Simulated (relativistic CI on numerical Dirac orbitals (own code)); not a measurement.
## Calculated levels, Nd V

Method of calculation: Dirac-Coulomb-Breit CI, separate exchange-only KLI orbitals for each configuration, model QED, valence Slater integrals scaled by 0.85, P86 correlation energy added to each configuration (own radial code, finite nucleus).

Configurations in the expansion (outside the closed core [Kr] 4d10): 4f2 5s2 5p6, 4f 5s2 5p6 5d, 4f2 5s2 5p5 5d, 4f3 5s2 5p5, 4f 5s2 5p6 6s, 4f 5s2 5p6 6p, 4f2 5s2 5p5 5f, 4f2 5s 5p6 5d, 4f2 5s2 5p5 5g, 4f 5s2 5p6 6d, 4f2 5s2 5p5 6s, 4f 5s2 5p6 7s, 4f 5s2 5p6 5f, 4f 5s2 5p6 7p, 5s2 5p6 5f 6s, 4f2 5s 5p6 5f, 4f3 5s 5p6, 4f2 5s2 5p5 6p, 4f 5s2 5p6 5g, 4f 5s2 5p6 6f, 4f 5s2 5p6 7d, 4f 5s2 5p6 8s, 4f 5s 5p6 5d2, 4f2 5s 5p6 5g, 5s2 5p6 5d2, 5s2 5p5 5d3, 5s2 5p5 5d2 5f, 5s2 5p6 5f2, 5s2 5p5 5d 5f2, 5s2 5p5 5f3, 5s2 5p6 5d 5g, 5s2 5p5 5d2 5g, 5s2 5p5 5d 5f 5g, 5s2 5p6 5f 6p, 5s2 5p5 5d 5f 6p, 5s2 5p5 5f2 6p. Double excitations out of closed p, d and f shells are left out; levels of such configurations are missing from the list, as are those of other unlisted configurations, and high levels can miss mixing partners.

The lowest level is 4f2 5s2 5p6 3H_4, with 96 % of that term; Hund's rules for 4f2 5s2 5p6 give 3H with J = 4, in agreement.

```
No.  Configuration  Term  J   E (eV)   %  Next component (%)        jj configuration (%)
  1    4f2 5s2 5p6    3H  4   0.0000  96                3 1G                4f5/2^2 (88)
  2    4f2 5s2 5p6    3H  5   0.3347  99                                4f5/2 4f7/2 (99)
  3    4f2 5s2 5p6    3H  6   0.6785  99                                    4f7/2^2 (81)
  4    4f2 5s2 5p6    3F  2   0.7800  97                2 1D                4f5/2^2 (68)
  5    4f2 5s2 5p6    3F  3   0.9976  99                                4f5/2 4f7/2 (99)
  6    4f2 5s2 5p6    3F  4   1.0123  51               46 1G            4f5/2 4f7/2 (89)
  7    4f2 5s2 5p6    1G  4   1.4613  50               48 3F                4f7/2^2 (97)
  8    4f2 5s2 5p6    1D  2   2.7012  88                9 3P            4f5/2 4f7/2 (40)
  9    4f2 5s2 5p6    1I  6   3.2677  99    1 4f3 5s2 5p5 1I            4f5/2 4f7/2 (81)
 10    4f2 5s2 5p6    3P  0   3.3006  98                1 1S                4f5/2^2 (66)
 11    4f2 5s2 5p6    3P  1   3.3954  99    1 4f3 5s2 5p5 3P            4f5/2 4f7/2 (99)
 12    4f2 5s2 5p6    3P  2   3.5734  90                8 1D                4f7/2^2 (63)
 13    4f2 5s2 5p6    1S  0   7.3816  98                1 3P                4f7/2^2 (66)
 14   4f3(4I°) 5p5    5H  3  12.1611  97                2 3G        4f5/2^3 5p3/2^3 (53)
 15   4f3(4I°) 5p5    5H  4  12.3590  89                8 5I  4f5/2^2 4f7/2 5p3/2^3 (55)
 16   4f3(4I°) 5p5    5H  5  12.6041  79               18 5I  4f5/2^2 4f7/2 5p3/2^3 (61)
 17   4f3(4I°) 5p5    5H  6  12.8887  62               29 5I  4f5/2 4f7/2^2 5p3/2^3 (50)
 18   4f3(4I°) 5p5    5K  7  13.1455  48               28 5I  4f5/2^2 4f7/2 5p3/2^3 (54)
 19   4f3(4I°) 5p5    5K  6  13.2596  46               25 3K        4f5/2^3 5p3/2^3 (46)
 20   4f3(4I°) 5p5    5K  8  13.2645  83               10 5I  4f5/2 4f7/2^2 5p3/2^3 (78)
 21   4f3(4I°) 5p5    5K  5  13.3526  31               27 3I        4f5/2^3 5p3/2^3 (55)
 22   4f3(4I°) 5p5    5K  9  13.3670  99                1 3L        4f7/2^3 5p3/2^3 (52)
 23   4f3(4I°) 5p5    5H  7  13.3932  46               21 5K  4f5/2^2 4f7/2 5p3/2^3 (38)
 24   4f3(4I°) 5p5    5I  4  13.5171  49               40 3H        4f5/2^3 5p3/2^3 (51)
 25   4f3(4F°) 5p5    5F  1  13.6957  84               10 3D        4f5/2^3 5p3/2^3 (42)
 26   4f3(4F°) 5p5    5F  2  13.7243  82                9 5D  4f5/2^2 4f7/2 5p3/2^3 (60)
 27   4f3(4I°) 5p5    3K  6  13.7843  46               22 5I  4f5/2^2 4f7/2 5p3/2^3 (72)
 28   4f3(4F°) 5p5    5F  3  13.7892  80               10 5D  4f5/2^2 4f7/2 5p3/2^3 (62)
 29   4f3(4F°) 5p5    5F  4  13.9030  79                8 5D  4f5/2^2 4f7/2 5p3/2^3 (50)
 30   4f3(4I°) 5p5    3K  7  14.0428  39               31 5I  4f5/2 4f7/2^2 5p3/2^3 (70)
 31   4f3(4I°) 5p5    5I  8  14.0506  66               32 3K        4f7/2^3 5p3/2^3 (53)
 32   4f3(4F°) 5p5    5F  5  14.0748  60               12 3H  4f5/2^2 4f7/2 5p3/2^3 (46)
 33   4f3(4I°) 5p5    3H  5  14.1096  30               22 5F  4f5/2 4f7/2^2 5p3/2^3 (64)
 34   4f3(4S°) 5p5    5P  3  14.2272  94                3 3D  4f5/2^2 4f7/2 5p3/2^3 (45)
 35   4f3(2H°) 5p5    3G  3  14.3237  81               13 3F  4f5/2^2 4f7/2 5p3/2^3 (35)
 36   4f3(4I°) 5p5    3H  6  14.4119  46               28 5G  4f5/2 4f7/2^2 5p3/2^3 (58)
 37   4f3(2H°) 5p5    3G  4  14.4269  56               13 3H  4f5/2^2 4f7/2 5p3/2^3 (48)
 38   4f3(4S°) 5p5    5P  2  14.5456  68               24 3P  4f5/2^2 4f7/2 5p3/2^3 (45)
 39   4f3(4F°) 5p5    5D  0  14.6507  94                5 3P        4f5/2^3 5p3/2^3 (42)
 40   4f3(4F°) 5p5    5G  4  14.6768  59               16 3G  4f5/2^2 4f7/2 5p3/2^3 (67)
 41   4f3(4F°) 5p5    5G  5  14.6828  64               17 3G  4f5/2 4f7/2^2 5p3/2^3 (45)
 42   4f3(4F°) 5p5    5G  3  14.7114  45               18 3F  4f5/2^2 4f7/2 5p3/2^3 (40)
 43   4f3(4F°) 5p5    5G  6  14.7187  64               24 3H  4f5/2 4f7/2^2 5p3/2^3 (42)
 44    4f3 5s2 5p5    3G  5  14.7459  26               23 3H  4f5/2 4f7/2^2 5p3/2^3 (51)
 45   4f3(4F°) 5p5    5D  1  14.7794  71               15 5P  4f5/2^2 4f7/2 5p3/2^3 (55)
```

Energies count from the lowest computed level. Percentages are summed over parent terms; the parents shown are those of the largest component, closed shells are left out there. Filled j subshells are mostly left out of the jj labels.

The mean weight of the leading LS term, summed over parents, in these 45 levels is 72 %, and that of the leading jj configuration (from the same eigenvectors) 60 %, so LS coupling describes them better.

At this charge configurations can still be misplaced by up to about 7 % of their energy. Levels and lines within the n = 5 or 6 shells can be off by up to 10 % or somewhat more, and those that change n by about 2 %, since core polarisation is missing. 9 of the 11 excited levels that our extract of the measured tables holds in this range could be paired (the sources list more); they are missed by 775 cm⁻¹ on average and 1570 at most, and levels without a partner can miss by more. Some levels of the ground configuration have no partner and can miss by 10 % or more. Levels that differ in their count of f electrons can be misplaced by several ten thousand cm⁻¹, since the correlation energy of f electrons is missing or only estimated; rates across such gaps can be off by orders of magnitude.

Landé's interval rule says that E(J) − E(J−1) = AJ with one A. For the ground term the intervals give A = 539.9, 462.2 cm⁻¹ for J = 5, 6; the multiplet is regular.

LS names give the leading component of a level, which can be under half, so a name can repeat, a term be missing and a line seem to break the LS rules.
